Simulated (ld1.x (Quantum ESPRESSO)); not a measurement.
Reading a pseudo-wave (tantalum (Ta))

Columns: radius, all-electron u(r) and pseudo u(r) of the 5p shell (level -37.08 eV) of tantalum in the configuration [Kr] 4d10 4f14 5s2 5p6 5d3 6s2 6p0; BLYP, non-relativistic, TM scheme, ld1.x (Quantum ESPRESSO) 7.5.

```
r (bohr)  all-electron   pseudo
   0.105       -0.1556  -0.0109
   0.210       -0.1871  -0.0443
   0.315        0.3577  -0.1017
   0.420        0.5077  -0.1858
   0.525        0.2810  -0.2983
   0.630       -0.0839  -0.4376
   0.735       -0.4321  -0.5950
   0.840       -0.7003  -0.7519
   0.945       -0.8767  -0.8839
   1.050       -0.9716  -0.9698
   1.155       -1.0025  -1.0016
   1.260       -0.9872  -0.9872
   1.365       -0.9411  -0.9411
   1.470       -0.8762  -0.8762
   1.575       -0.8014  -0.8014
   1.680       -0.7232  -0.7232
   1.785       -0.6457  -0.6457
   1.890       -0.5717  -0.5717
   1.995       -0.5027  -0.5027
   2.100       -0.4397  -0.4397
   2.205       -0.3828  -0.3828
   2.310       -0.3319  -0.3319
   2.415       -0.2869  -0.2869
   2.520       -0.2474  -0.2474
   2.625       -0.2128  -0.2128
   2.730       -0.1827  -0.1827
```

(1) How many radial nodes do the two functions have?

(2) At about which radius was the pseudo-wave matched?

(3) Is the pseudo-wave norm-conserving?

## Answers

(1) The all-electron 5p function has n − l − 1 = 3 (the table is too coarse to show those close to the nucleus); the pseudo-wave has 0, since the states of the same l below it are removed with the core.

(2) 1.35 bohr, where the columns begin to agree (steps of 0.10 bohr).

(3) Yes: the TM scheme keeps the norm inside the radius equal to the all-electron one, which fixes the energy derivative of the logarithmic derivative at the level.
